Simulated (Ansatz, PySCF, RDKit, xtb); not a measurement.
H2O (SMILES O) and H4OSi (SMILES O[SiH3]) are pulled apart as rigid monomers along the line of their centres of mass, from the B3LYP-D3(BJ)/def2-TZVP minimum. Starting geometry (charge 0, multiplicity 1):
```xyz
9

O      0.25536    -0.53034     0.32902
H     -0.44669    -0.95934    -0.17215
H      0.69917     0.06262    -0.28711
O     -0.62591     0.71556     2.69110
Si    -0.02970     0.20919     4.13402
H     -0.31378     0.27869     1.88040
H     -0.32938    -1.22301     4.39656
H     -0.67700     1.03594     5.17546
H      1.44413     0.38007     4.22656
```

Interaction energies with rigid monomers; basis-set methods are counterpoise corrected unless marked otherwise.

Rows in 6-311+G** carry no dispersion term and start afresh at each structure.

The values were computed with Ansatz (a program for electronic structure); PySCF for 6-311+G** rows, the dispersion terms; RDKit for the force fields; xtb for the GFN methods. 

| O1···H6 (Å) | UFF (kcal/mol) | GFN-FF (kcal/mol) | r2SCAN-D3(BJ)/def2-TZVPPD (kcal/mol) | r2SCAN-D4/def2-TZVPPD (kcal/mol) | B3LYP/6-311+G** (no counterpoise) (kcal/mol) |
|---|---|---|---|---|---|
| 1.66 | 117.91 | -2.80 | -6.32 | -6.29 | -6.17 |
| 1.84 | 33.76 | -5.05 | -6.93 | [?] | -7.10 |
| 2.11 | 5.57 | -5.34 | -6.11 | -6.09 | -6.48 |
| 2.55 | -0.02 | -3.41 | -4.00 | -3.99 | [?] |
| 3.28 | -0.21 | -1.46 | -1.93 | -1.92 | -2.12 |

Complete the blanks.


- 1.84, r2SCAN-D4/def2-TZVPPD (kcal/mol): -6.90
- 2.55, B3LYP/6-311+G** (no counterpoise) (kcal/mol): -4.38
